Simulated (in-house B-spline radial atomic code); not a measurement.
**BP86 excitations of the thallium ion Tl⁺**

Method: BP86. Computed with a B-spline radial code for spherical atoms: linear response of the closed shell [Xe] 4f14 5d10 6s2 with the functional's adiabatic kernel; scalar-relativistic (spin-free one-electron X2C), finite nucleus, no spin-orbit coupling, no double excitations, S, P, D and F terms only; shells from n = 4 respond. Only terms of natural parity with L up to 3 were computed.

Spin-orbit coupling is strong here, so these LS terms don't match observed levels.

Command:
```bash
python run_td.py task.json out
```
Settings (radii: box in bohr, nucleus in fm):
```
Z                        81
electrons                80
configuration            [Xe] 4f14 5d10 6s2
hamiltonian              x2c
method                   b88,p86
box_radius               41.61
rms_radius               5.4759
intervals                74
```

Time taken, with all properties: 6.3 s on 1 thread of Arm Neoverse N1, with other jobs on the host.

The lowest states, in the order of their Tamm-Dancoff energies; the method's threshold (minus the highest occupied level) is 16.462 eV. Labels give the largest channel, * marks a mixed state, and oscillator strengths are full-response dipole values. Measured ¹D terms are left out, since they can mix with doubly excited terms. Semilocal kernels can invert the small singlet-triplet splittings of Rydberg terms. Energies in eV:

| state | full response | Tamm-Dancoff | oscillator strength | measured (J-weighted term) |
| --- | --- | --- | --- | --- |
| 6s → 6p 3P | ? | ? | - | ? |
| 6s → 6p 1P | ? | ? | ? | ? |
| 6s → 7s 3S | 12.658 | 12.661 | - | 13.047 |
| 6s → 7s 1S | 12.854 | 12.870 | - | 13.390 |
| 6s → 6d 3D | 13.918 | 13.925 | - | 14.452 |
| 6s → 6d 1D | 13.923 | 13.930 | - | - |

Question: Where does 6s → 6p 3P lie?

Answer: At 7.266 eV in full response, 7.346 eV in Tamm-Dancoff; measured 7.098 eV.

Question: Where does 6s → 6p 1P lie?

Answer: At 9.183 eV in full response, 9.458 eV in Tamm-Dancoff, oscillator strength 1.33; measured 9.381 eV.

Question: How large is the singlet-triplet splitting of 6s → 6p (P terms) in Tamm-Dancoff?

Answer: 2.11 eV, from the unrounded values.

Question: What polarisabilities and dispersion coefficient does the method give?

Answer: Dipole 19.93 bohr³, quadrupole 92.72 bohr⁵, C6 161.4 hartree·bohr⁶ for two such species.
